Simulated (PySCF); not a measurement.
**Spinor energies of Dy⁴⁹⁺ (dysprosium, charge +49)**

Start: [Ne] 3s2 3p5; 3p1/2 filled at m_j = -1/2, +1/2; 3p3/2 filled at m_j = -1/2, +1/2, +3/2. Calculated with PySCF 2.14 in an even-tempered Gaussian basis (18 s from 13 bohr⁻², ratio 2.4; 14 p from 16 bohr⁻², ratio 2.4; 4 d from 61 bohr⁻², ratio 2.6; 4 f from 91 bohr⁻², ratio 2.6): generalised Hartree-Fock with the X2C-1e Hamiltonian and a Gaussian nucleus; one run each with spin-orbit coupling (SO) switched off, then screened by Boettger's factors.

| spinor shell | electrons | ε, spin-free (eV) | ε, screened SO (eV) | weight of nominal j (screened SO) | rms radius, screened SO (bohr) |
| --- | --- | --- | --- | --- | --- |
| 1s1/2 | 2 | -57381.5 | -57368.4 | 1.000 | 0.0240 |
| 2s1/2 | 2 | -12326.4 | -12321.7 | 1.000 | 0.0958 |
| 2p1/2 | 2 | -11311.4 | -11888.8 | 1.000 | 0.0818 |
| 2p3/2 | 4 | -11311.4 | -11064.5 | 1.000 | 0.0881 |
| 3s1/2 | 2 | -4791.2 | -4789.5 | 1.000 | 0.232 |
| 3p1/2 | 2 | -4476.5 | -4619.8 | 0.999 | 0.221 |
| 3p3/2 | 3 | -4476.5 | -4414.1 | 1.000 | 0.231 |

```tsv
quantity	spin-free	screened SO
E (hartree)	-9851.77069	-9862.77597
M_J	3/2	3/2
⟨J²⟩	3.750	3.750
⟨L²⟩	2.000	2.028
⟨S²⟩	0.750	0.778
```

Each row is a mean over spinors that exchange with the open shell spreads, by up to 24.489 eV (3s1/2).

Breit and QED terms are absent; they matter most for the inner s and p1/2 levels.

Densities and radii are taken from the X2C orbitals without a picture-change correction, which distorts them close to the nucleus.

Without spin-orbit coupling the j labels of p, d and f shells carry no meaning; the spin-free column gives the mean over the occupied spinors of each nl shell.
